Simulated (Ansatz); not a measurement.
Geometry optimisation, RKS revPBE-D4/def2-SVP in Ansatz 0.2.0.

input.yaml

```yaml
crystal:
  periodic: [false, false, false]
  atoms:
    - { symbol: Ta, position_ang: [0.0, 0.0, 0.0] }
    - { symbol: "N", position_ang: [2.51, 0.0, 0.0] }
    - { symbol: H, position_ang: [3.04, -0.5118, 0.762] }
    - { symbol: H, position_ang: [3.04, 0.5118, -0.762] }
    - { symbol: "N", position_ang: [0.0, 0.0, 2.16] }
    - { symbol: H, position_ang: [-0.2456, -0.8845, 2.69] }
    - { symbol: H, position_ang: [0.2456, 0.8845, 2.69] }
    - { symbol: Cl, position_ang: [0.0, 0.0, -2.47] }
    - { symbol: Cl, position_ang: [-1.235, 2.139, 0.0] }
    - { symbol: Cl, position_ang: [-1.235, -2.139, 0.0] }
    - { symbol: H, position_ang: [0.6622, -1.7344, -0.9815] }
    - { symbol: H, position_ang: [1.7064, -1.3302, -0.7527] }
basis:
  gaussian: { orbitals: def2-SVP }
hamiltonian:
  xc: revpbe
  dispersion: d4
relax:
  f_tol: 0.15
  max_steps: 25
  restrain:
    - { distance: [0, 10], at: 3.0, k: 30.0 }
    - { distance: [11, 1], at: 2.26, k: 30.0 }
    - { distance: [0, 1], at: 2.16, k: 30.0 }
    - { distance: [11, 10], at: 0.66, k: 30.0 }
output:
  orbitals: {}
```

Launched with:

```bash
$ ansatz run input.yaml --threads 4 --pin off --max-ram 5120MiB --backend cpu --events-out ev --progress --plain --runs-dir out
```

Q: Where does it end, and by what steps?

A: It converged. The restraints hold the end off the free minimum; the threshold counts their pulls, which the force column leaves out. Restrained pairs: Ta1–H11 (2.10 → 3.00 Å), N2–H12 (1.73 → 2.27 Å), Ta1–N2 (2.51 → 2.10 Å), H11–H12 (1.14 → 0.72 Å). After 14 steps the energy has fallen by 3.482 eV (the restraints' own energy left out); H11 moved furthest, 1.12 Å.

```
step  energy less start (eV)  largest force component (eV/Å)  accepted
   0                  0.0000                           2.521       yes
   1                 -0.6909                           2.293       yes
   2                 -1.3064                           3.025       yes
   3                 -2.1706                           2.645       yes
   4                 -3.0576                           1.352       yes
   5                 -3.2718                           1.590       yes
   6                 -3.3922                           1.782       yes
   7                 -3.4346                           1.895       yes
   8                 -3.4610                           2.004       yes
   9                 -3.5004                           1.907        no
  10                 -3.4749                           1.870       yes
  11                 -3.4781                           1.879       yes
  12                 -3.4790                           1.846       yes
  13                 -3.4714                           1.798        no
  14                 -3.4823                           1.798       yes
```

```xyz
12
Properties=species:S:1:pos:R:3
Ta -0.062 0.182 -0.062
N 2.023 0.419 -0.014
H 2.651 0.073 0.716
H 2.546 0.703 -0.848
N 0.213 -0.281 1.864
H -0.303 -0.997 2.388
H 0.950 0.126 2.456
Cl 0.154 0.134 -2.429
Cl -1.004 2.278 0.135
Cl -1.733 -1.470 -0.034
H 1.359 -2.435 -0.449
H 1.695 -1.797 -0.387
```

Time of the run: 48 s on 4 threads of Arm Neoverse V1 (shared host), peak memory 0.24 GiB.
